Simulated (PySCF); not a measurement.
C₂H₆BF₂N, SMILES NB(CF)CF. Atoms are numbered in the order given.

```xyz
12

N      0.0000     0.0000    -1.3784
B      0.0000     0.0000     0.0064
C     -1.3822     0.0000     0.7860
F     -2.4631     0.0000    -0.0980
C      1.3822     0.0000     0.7860
F      2.4631     0.0000    -0.0980
H     -0.8602     0.0000    -1.9150
H      0.8602     0.0000    -1.9150
H     -1.4718    -0.8855     1.4447
H     -1.4718     0.8855     1.4447
H      1.4718     0.8855     1.4447
H      1.4718    -0.8855     1.4447
```
Charge 0, spin multiplicity 1.

The structure is a stationary point at B3LYP-D3(BJ)/def2-SVP. The structure was generated by enumeration, and PubChem lists no compound with its InChIKey, so it may never have been made. One conformer was computed; it need not be the lowest.

Two levels are set side by side: PBE/pcSseg-1 (PySCF) and PBE0/pcSseg-1 (PySCF). GIAO shifts against BF3 (¹¹B), CFCl3 (¹⁹F), NH3 (¹⁵N), TMS (¹H), TMS (¹³C) at the same level; non-relativistic, no solvent, atoms listed together averaged. Differences are taken from unrounded values.

```
quantity                             PBE
--------------------------------  ------
δ(¹⁵N) of N1 (ppm)                 112.4
δ(¹¹B) of B2 (ppm)                  30.0
δ(¹³C) of C3, C5 (ppm)              84.2
δ(¹⁹F) of F4, F6 (ppm)            -336.8
δ(¹H) of H7, H8 (ppm)               4.98
δ(¹H) of H9, H10, H11, H12 (ppm)    4.93
```

These are the PBE values. What does PBE0 give? (The exact figures need the calculation; the answer reports its results.)


```
quantity                            PBE0  PBE minus PBE0
--------------------------------  ------  --------------
δ(¹⁵N) of N1 (ppm)                 107.7             4.7
δ(¹¹B) of B2 (ppm)                  30.8            -0.9
δ(¹³C) of C3, C5 (ppm)              81.1             3.1
δ(¹⁹F) of F4, F6 (ppm)            -313.3           -23.5
δ(¹H) of H7, H8 (ppm)               5.01           -0.03
δ(¹H) of H9, H10, H11, H12 (ppm)    4.77            0.16
```

Rough cost on one machine, each run with all the roots and properties that it gave: PBE0 against PBE within a factor of 2.
